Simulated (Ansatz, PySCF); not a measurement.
Potential energy curve for H5NSi, SMILES N[SiH3]. The Si1–N5 bond (Si1 also carries H, H, H; N5 carries H, H) is stretched with both fragments frozen at the PBE0/def2-TZVP optimised geometry.

Levels of theory: RKS-BP86/6-31G* = restricted BP86/6-31G*, spherical d in PySCF; RKS-B3LYP = restricted B3LYP/cc-pVTZ in Ansatz (a quantum-chemistry and plane-wave program); RMP2 = MP2 on RHF/cc-pVTZ, frozen core (Ansatz); UKS-PBE = Ansatz with unrestricted PBE/cc-pVTZ; RKS-B3LYP/LANL2DZ = PySCF 2.14.0 with restricted B3LYP/LANL2DZ, with its core potentials past Ne.

Energies are in kcal/mol, each relative to the lowest point of its own curve near equilibrium.

```tsv
R / Å	RKS-BP86/6-31G*	RKS-B3LYP	RMP2	UKS-PBE	RKS-B3LYP/LANL2DZ
1.37	83.5	79.4	80.6	81.2	89.6
1.46	40.5	37.5	38.0	38.8	44.7
1.56	14.2	12.4	12.4	13.2	16.6
1.63	4.8	3.8	3.7	4.3	6.2
1.70	0.6	0.3	0.3	0.4	1.2
1.72	0.1	0.0	0.0	0.0	0.5
1.76	0.0	0.2	0.3	0.0	0.0
1.81	1.1	1.7	1.9	1.2	0.7
1.87	3.8	4.8	5.3	4.1	3.0
1.97	10.7	12.3	13.3	11.1	9.5
2.12	24.1	26.5	28.5	24.6	22.7
2.31	42.6	45.8	49.2	43.0	41.3
2.64	71.5	76.1	82.1	71.8	71.6
2.87	87.0	92.8	100.4	86.4	88.9
3.06	96.7	103.7	112.2	93.4	100.3
3.43	109.5	118.7	126.3	99.5	115.9
3.86	118.0	129.1	130.9	102.0	126.4
4.22	122.1	134.6	128.4	102.8	131.6
4.64	125.0	138.7	121.2	103.3	135.5
5.26	127.2	142.3	105.9	103.6	138.9
6.09	128.3	144.8	82.3	103.7	141.3
```

At the longest distance, 6.09 Å, RKS-B3LYP lies highest above its minimum (144.8 kcal/mol) and RMP2 lowest (82.3 kcal/mol).

The RMP2 curve passes through a maximum at 3.86 Å and then falls by 48.6 kcal/mol up to the last usable point.

The restricted form behind RKS-BP86/6-31G*, RKS-B3LYP, RMP2, RKS-B3LYP/LANL2DZ keeps the bonding electrons paired and can't separate into open-shell fragments. The T1 diagnostic of CCSD on the restricted reference of RMP2 exceeds 0.045 at 3.06 to 4.64 Å. The unrestricted determinant behind UKS-PBE is spin-contaminated at 2.87 to 6.09 Å (<S²> up to 1.0, against 0.00 for a pure singlet).
